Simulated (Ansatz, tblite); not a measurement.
Cost and result up the ladder for Be3S2 (5 atoms). Charge 0, multiplicity 1. Geometry: r2SCAN-D4/def2-TZVP.

```xyz
5

Be   -1.1017    0.8185    0.5460
Be    0.1257   -0.5146   -0.7231
Be    0.8030    0.4043    1.1720
S     1.8669   -0.7411    0.0876
S    -1.6939    0.0329   -1.0825
```

Ansatz on 4 threads of Arm Neoverse V2 on a shared host; xTB runs through tblite on one thread. Times are rough, summed over both states, and most runs start from the orbitals of an earlier one. CCSD(T)/def2-TZVPP serves as the yardstick here, not as an exact answer. The other state is a doublet.

The xTB rows come from tblite. Correlated methods freeze 10 core orbitals. The structure comes from a short search, and lower isomers may exist.

Correlated methods converge slowly with the basis.

Raw xTB energies of ions are shifted by several eV.

```
                          level  functions  vertical IE (eV)  difference from CCSD(T)/def2-TZVPP (eV)
            r2SCAN-D4/def2-TZVP        131              8.51                                    -0.19
             CCSD(T)/def2-TZVPP        141              8.70                                     0.00
               PBE-D4/def2-TZVP        131              8.55                                    -0.15
                       GFN1-xTB         30             12.82                                     4.12
                       GFN2-xTB         30             13.19                                     4.49
PBE0-D4/def2-TZVP (with forces)        131              8.70                                    -0.01
```

(1) Estimate how long each takes.

Answers

(1) GFN1-xTB 0.006 s; GFN2-xTB 0.009 s; PBE-D4/def2-TZVP 2.6 s; PBE0-D4/def2-TZVP (with forces) 3.3 s; r2SCAN-D4/def2-TZVP 5.7 s; CCSD(T)/def2-TZVPP 44 s. On shared hardware such times vary by a factor of up to 3.
